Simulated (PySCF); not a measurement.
CH4AlClO.

```xyz
8

Al    -0.1065    -0.3917     0.0000
Cl     0.2889     1.6867     0.0000
C      1.3196    -1.6927     0.0000
H      1.9693    -1.5741     0.8833
H      0.9278    -2.7219     0.0000
H      1.9693    -1.5741    -0.8833
O     -1.7263    -0.9027     0.0000
H     -2.5011    -0.3341     0.0000
```
Charge 0, spin multiplicity 1.

Coordinates come from a r2SCAN-D4/def2-SVP optimisation. The values are those of a single conformer.

Method: B3LYP/pcSseg-1 run with PySCF. Non-relativistic, no solvent.

Computed absolute GIAO shielding of each atom: isotropic value and principal components (ppm):
| atom | σ(iso) | σ11 | σ22 | σ33 | span |
|---|---|---|---|---|---|
| Al1 | 390.9 | 344.4 | 354.4 | 474.1 | 129.7 |
| Cl2 | 922.2 | 797.4 | 889.1 | 1080.1 | 282.7 |
| C3 | 194.8 | 189.4 | 191.4 | 203.5 | 14.1 |
| H4 | 31.6 | 27.2 | 28.9 | 38.7 | 11.5 |
| H5 | 31.7 | 26.6 | 28.7 | 39.6 | 13.0 |
| H6 | 31.6 | 27.2 | 28.9 | 38.7 | 11.5 |
| O7 | 268.0 | 207.9 | 275.8 | 320.4 | 112.5 |
| H8 | 28.9 | 21.8 | 23.2 | 41.8 | 20.0 |
